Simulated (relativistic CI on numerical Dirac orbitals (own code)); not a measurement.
**Tm3+: M4,5 absorption edge**

Computed with this model: Dirac-Coulomb-Breit CI, KLI orbitals optimised for each configuration, QED by a radiative potential, multiplet model of core-to-valence dipole absorption, unscaled Slater integrals; configurations [Xe] 4f12 → [Ar] 3d9 4s2 4p6 4d10 4f13 5s2 5p6; 300 K; Lorentzian 0.6 eV and Gaussian 0.4 eV FWHM. Energies are those of the free ion, without screening or charge transfer. The branching ratio is the share of the lower-energy edge in the whole absorption, uncertain by about 0.02 where the edges overlap. S is read from ⟨S²⟩ = S(S + 1).

Computed curve for free ion, scaled to 100 at the maximum (points under 2 are left out and the grid is thinned):

| Energy (eV) | Intensity |
| --- | --- |
| 1461.3 | 2.2 |
| 1461.5 | 2.8 |
| 1461.6 | 3.1 |
| 1461.8 | 4.2 |
| 1461.9 | 5.0 |
| 1462.1 | 7.6 |
| 1462.2 | 9.6 |
| 1462.4 | 16.4 |
| 1462.5 | 21.1 |
| 1462.7 | 29.8 |
| 1462.8 | 31.3 |
| 1463.0 | 26.4 |
| 1463.2 | 17.5 |
| 1463.3 | 14.1 |
| 1463.5 | 10.1 |
| 1463.6 | 9.1 |
| 1463.8 | 8.6 |
| 1463.9 | 8.9 |
| 1464.1 | 10.5 |
| 1464.2 | 12.0 |
| 1464.4 | 16.9 |
| 1464.5 | 21.0 |
| 1464.7 | 35.2 |
| 1464.8 | 46.7 |
| 1465.0 | 77.7 |
| 1465.2 | 100.0 |
| 1465.3 | 98.5 |
| 1465.5 | 72.6 |
| 1465.6 | 56.4 |
| 1465.8 | 32.0 |
| 1465.9 | 24.4 |
| 1466.1 | 15.2 |
| 1466.2 | 12.5 |
| 1466.4 | 9.0 |
| 1466.5 | 7.8 |
| 1466.7 | 6.3 |
| 1466.9 | 5.4 |
| 1467.0 | 5.2 |
| 1467.2 | 5.2 |
| 1467.3 | 5.5 |
| 1467.5 | 6.9 |
| 1467.6 | 8.3 |
| 1467.8 | 12.6 |
| 1467.9 | 15.2 |
| 1468.1 | 17.9 |
| 1468.2 | 17.1 |
| 1468.4 | 12.2 |
| 1468.5 | 9.5 |
| 1468.7 | 5.7 |
| 1468.9 | 3.7 |
| 1469.0 | 3.1 |
| 1469.2 | 2.3 |
| 1469.3 | 2.0 |
| 1510.3 | 3.1 |
| 1510.4 | 4.1 |
| 1510.6 | 5.6 |
| 1510.7 | 5.7 |
| 1510.9 | 4.5 |
| 1511.0 | 3.6 |
| 1511.2 | 2.0 |

The ground state has S = 1.00, and the centroid lies at 1466.80 eV.
